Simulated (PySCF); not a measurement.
Sb(H)2(TeH) (H3SbTe), SMILES [SbH2][TeH].

Geometry optimised at PBE0-D3(BJ)/def2-TZVP. The def2 effective core potentials stand for the cores of Sb, Te; spin–orbit coupling is left out.

Computed with PBE0-D3(BJ)/def2-TZVP (PySCF).

Frequencies are harmonic and unscaled.

### Question
Give all harmonic wavenumbers and intensities. (Estimate from the structure and the level; the computed values follow.)

### Answer

| mode | ν (cm⁻¹) | IR (km/mol) | moving atoms (share of kinetic energy) |
|---|---|---|---|
| 1 | 119 | 0.1 | H 99 % |
| 2 | 191 | 3.3 | Sb 51 %, Te 49 % |
| 3 | 490 | 27.8 | H 99 % |
| 4 | 562 | 0.1 | H 99 % |
| 5 | 646 | 9.9 | H 98 % |
| 6 | 850 | 31.9 | H 99 % |
| 7 | 1959 | 124.5 | H 99 % |
| 8 | 1961 | 130.5 | H 99 % |
| 9 | 2153 | 33.0 | H 99 % |
